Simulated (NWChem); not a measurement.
# CHCl₂F; SMILES FC(Cl)Cl

All runs: NWChem. Pople sets run with spherical d functions. All runs use the structure optimised with PBE0/def2-SVP. Computed dipoles belong to the equilibrium geometry; the measured one is vibrationally averaged.

Measured dipole moment: 1.29 D (NIST CCCBDB, as tabulated in the package chemicals).

| level | dipole moment (D) | computed − measured |
|---|---|---|
| B3LYP/STO-3G | 1.81 | +0.52 |
| B3LYP/3-21G | … | … |
| B3LYP/6-31G* | … | … |
| B3LYP/6-31+G* | 1.37 | +0.08 |
| B3LYP/def2-SVP | 1.26 | -0.03 |
| B3LYP/def2-SVPD | 1.26 | -0.03 |
| B3LYP/def2-TZVP | 1.24 | -0.05 |
| B3LYP/6-311++G** | 1.36 | +0.07 |
| B3LYP/aug-cc-pVTZ | 1.24 | -0.05 |

Fill in the missing entries.


- B3LYP/6-31G*, dipole moment (D): 1.34
- B3LYP/6-31G*, computed − measured: +0.05
- B3LYP/3-21G, dipole moment (D): 1.58
- B3LYP/3-21G, computed − measured: +0.29
